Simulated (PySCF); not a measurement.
Delta-SCF ions had no search for a lower state. Excitations are Tamm–Dancoff values on a coarser integration grid. The basis has no diffuse functions, so Rydberg states are missing or too high.

Z-matrix (Å, degrees):
```
C
C 1 1.4982
O 2 1.2023 1 125.24
H 2 1.1242 3 120.61 1 -178.93
C 1 1.5333 2 115.58 4 -176.21
H 5 1.0995 1 109.79 2 -37.71
H 5 1.1001 6 106.73 1 -120.73
C 1 1.5395 2 113.84 4 -48.75
H 8 1.1001 1 111.42 2 -79.24
H 8 1.1033 9 107.06 1 -121.12
C 1 1.5480 2 114.10 4 66.20
H 11 1.1013 1 112.58 2 62.54
H 11 1.1023 12 109.06 1 126.43
C 11 1.5325 12 113.66 13 128.06
H 14 1.0993 11 115.77 12 -63.36
C 14 1.5356 15 114.23 11 -117.18
H 16 1.1007 14 111.93 15 -75.90
H 16 1.1011 17 106.94 14 -121.25
C 14 1.5423 15 113.63 16 -126.62
H 19 1.1186 14 109.29 15 82.92
B 19 1.5527 20 97.17 14 123.94
H 21 1.2116 19 121.01 20 -89.70
H 21 1.2122 22 118.68 19 -175.13
```
Charge 0, multiplicity 1.

Question: What S1–T1 gap (TDA), HOMO, T1 excitation (TDA), LUMO, vertical ionisation energy (Delta-SCF), S1 excitation (TDA), HOMO–LUMO gap and total energy does PBE0-D4/def2-TZVP // PBE0-D4/def2-SVP run with PySCF give?

Answer: 
```json
{
 "S1–T1 gap (TDA)": "0.66 eV",
 "HOMO": "-7.30 eV",
 "T1 excitation (TDA)": "3.64 eV",
 "LUMO": "-1.51 eV",
 "vertical ionisation energy (Delta-SCF)": "9.34 eV",
 "S1 excitation (TDA)": "4.30 eV",
 "HOMO–LUMO gap": "5.79 eV",
 "total_energy": "-412.3864 Ha"
}
```
